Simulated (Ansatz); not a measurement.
Consider the formal exchange of groups at the Se–Si bond: `N[SiH2][SeH]` + BH₃ → `B[SeH]` + `N[SiH3]`.

Calculated with Ansatz (gas phase, PBE0-D4/def2-TZVP geometries, no zero-point term in ΔE). CBS: MP2 limit from def2 TZ/QZ plus the TZ coupled-cluster correction, frozen cores. This one scheme is used for every species. Functionals use def2-TZVPP. B3LYP here is the variant with VWN-RPA as its local correlation; programs differ in this. For Se outer-core shells are correlated without core-valence functions, which leaves a few kJ/mol of doubt a bond. Scalar relativity is left out up to krypton. Each species was taken in one conformer, which may not be the lowest.

`N[SiH2][SeH]`:

Cartesian coordinates in Å:
```
N -0.695 -0.945 -0.683
Si 0.189 -0.214 0.587
Se 0.252 2.077 0.669
H -1.674 -0.738 -0.803
H -0.248 -1.090 -1.574
H 1.572 -0.736 0.479
H -0.439 -0.544 1.888
H 1.044 2.190 -0.563
```

BH₃:

Cartesian coordinates in Å:
```
B 0.000 0.000 0.000
H 0.007 0.179 1.180
H 0.813 0.536 -0.690
H -0.821 -0.715 -0.490
```

`B[SeH]`:

```xyz
5

B     0.019    0.065    0.634
Se    0.796   -0.003   -1.097
H    -1.152   -0.075    0.786
H     0.776    0.255    1.534
H    -0.439   -0.242   -1.857
```

`N[SiH3]`:

Cartesian coordinates in Å:
```
N -0.801 0.094 0.698
Si 0.449 0.031 -0.482
H -0.587 0.392 1.636
H -1.515 -0.617 0.705
H 1.182 1.322 -0.440
H 1.458 -1.058 -0.307
H -0.186 -0.164 -1.810
```

CCSD(T)/CBS gives -26.2 kJ/mol.

Another level gave -30.9 kJ/mol. Which?
A. B3LYP-D4/def2-TZVPP
B. PBE0/def2-TZVPP
C. LDA (SPW92)/def2-TZVPP
D. BHLYP-D4/def2-TZVPP

B. PBE0 -30.9, BHLYP-D4 -20.4, B3LYP-D4 -26.2, LDA (SPW92) -43.1 kJ/mol.

Largest T1 diagnostic among the species: 0.013.

Leaving LDA and LC-ωPBE aside and taking each functional with its dispersion term where it has one, the values, not all of them listed here, spread over 13.8 kJ/mol, from B97M-V to BHLYP-D4. LDA lies −6.5 kJ/mol from PBE without D4. From BLYP to BHLYP (50 % exact exchange), in def2-TZVPP and without D4, ΔE moves by +9.5 kJ/mol. At CCSD(T), def2-SVP lies −15.8 kJ/mol from the extrapolated value and def2-TZVPP −4.5 kJ/mol.
